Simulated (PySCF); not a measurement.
Se(Br)(NH2), SMILES N[Se]Br (H2BrNSe) at its PBE0/def2-SVP optimised geometry (Å):

```
5

Se    -0.9478    -1.1210     0.0000
Br     1.4345    -1.1210     0.0000
N     -1.4345     0.5919     0.0000
H     -1.2464     1.1210    -0.8471
H     -1.2471     1.1206     0.8475
```

Method: PySCF 2.14.0 with PBE0/def2-TZVP. Cells within 0.4 Å of a nucleus heavier than hydrogen are left out (blank, or x).

Map of the HOMO−1 amplitude (bohr^(-3/2)) on the plane z = 0.0 Å; orbital energy -8.18 eV, overall sign arbitrary:

```
|55555555555555555555555555555|
|55555555555555555555555555555|
|55555555555555555555555555555|
|55555555555555555555555555555|
|55555555555555555555555555555|
|55555555555444455555555555555|
|55555555554444455555555555555|
|55555555554444445555555555555|
|55555666544444445555555555555|
|55556666643344445555555555555|
|55566788632334445555555555555|
|5556679xxx0234455555555555555|
|5556679xxx0134455566666555555|
|55566788xx1234456667766655555|
|55556666532334556778876655555|
|55555665543344567889987655555|
|55555555544445567899987655555|
|5555555554x555667886x66555555|
|555555555xxx5556676xxx4444444|
|555555555xxx4555555xxx2334444|
|5555555555x555554333x11233444|
|55555555555544444310000233444|
|55555555555444443321001233444|
|55555555555444443322222334444|
|55555555554444444333333344444|
|55555555554444444433333444444|
|55555555554444444444444444444|
|55555555555444444444444444444|
|55555555555544444444444444444|
```
Scale: ten equal steps from -0.214 (start of '0') to 0.208 (end of '9'), in the order '0123456789'; x runs from -3.50 to 3.50, y from -3.50 (bottom) to 3.50 (top).
